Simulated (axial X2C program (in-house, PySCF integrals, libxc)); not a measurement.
What spin–orbit coupling does to InN

Calculated with an in-house relativistic program for diatomic molecules. Spin-free means the one-electron spin-free X2C Hamiltonian; two-component (2c) means X2C with spin–orbit coupling and atomic mean-field two-electron Coulomb and Gaunt terms, so the difference of the two also holds small scalar two-electron terms. Basis: In dyall-cv3z [11s12p9d4f1g], N dyall-av3z [7s7p3d2f] (cores contracted in-house); Gaussian nuclei, density fitting, unrestricted open shells. Masses: In 114.904 u, N 14.003 u.

Spin-free state: M_S = 1, Λ = 0 (beyond evenly filled blocks: π+α, π-α); fragments In + N.

```json
{"level": "PBE0", "Re (Å)": "2.210", "ωe (cm⁻¹)": "445.5", "De (eV)": "1.913", "μ (D)": "-2.52"}
{"level": "PBE50", "Re (Å)": "2.182", "ωe (cm⁻¹)": "471.5", "De (eV)": "1.655", "μ (D)": "-2.46"}
```

Dipoles are positive if N is the positive end.

Two-component determinant lowest at the distance of the search:

Ω = 1 (⟨Sz⟩ = 1.00, ⟨Lz⟩ = 0.00 at PBE0); fragments In + N.

```
level  Re (Å)  ωe (cm⁻¹)  μ (D)
 PBE0   2.210      444.9  -2.51
PBE50   2.181      470.9  -2.45
```

Task: From the two tables, how do the constants change at the PBE0 level (2c against spin-free)?

Result: At the PBE0 level Re is unchanged within 0.001 Å and ωe decreases by 0.6 cm⁻¹.

The state is a single determinant with fixed occupations, the lowest that a limited PBE0 search found. De is counted from the lowest determinant-based energies of the atoms at the same level, without counterpoise correction. De is not given where an atomic determinant may have missed its ground term or J level, or where the truncated virtual space spoils (T). Density functionals use the spin component along the axis (collinear). Other states lie close and PBE0, whose exact exchange favours high spin, may order them wrongly; the determinant shown need not be the ground state. The nearest other spin-free determinant of the search, M_S = 1, Λ = 1, lies 0.46 eV up at the distance of the search. Without a current term, density functionals place determinants with orbital angular momentum somewhat too high. With several unpaired electrons one determinant need not be a pure state. Open-shell Ω = 0 determinants with evenly filled partner blocks cannot be reached by this program, so the Ω shown need not be the lowest component. This is the Ω = 1 component of a π² triplet; the 0⁺ component is not one determinant and can lie lowest.
